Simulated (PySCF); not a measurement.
FS, SMILES F[S], multiplicity 2. Atoms are numbered in the order given.

```xyz
2

S      0.0000     0.0000    -0.5795
F      0.0000     0.0000     1.0303
```
Charge 0, spin multiplicity 2.

Geometry: B3LYP-D3(BJ)/def2-TZVPD.

All values below come from ωB97X/def2-TZVPD (PySCF).

Mulliken values depend strongly on the basis, most of all with diffuse functions as here. ESP charges are fitted to the potential on shells at 1.4 to 2.0 van der Waals radii. Atomic charges (e):

```tsv
atom	ESP fit	meta-Löwdin	Mulliken spin
S1	0.10	0.35	0.93
F2	-0.10	-0.35	0.07
```
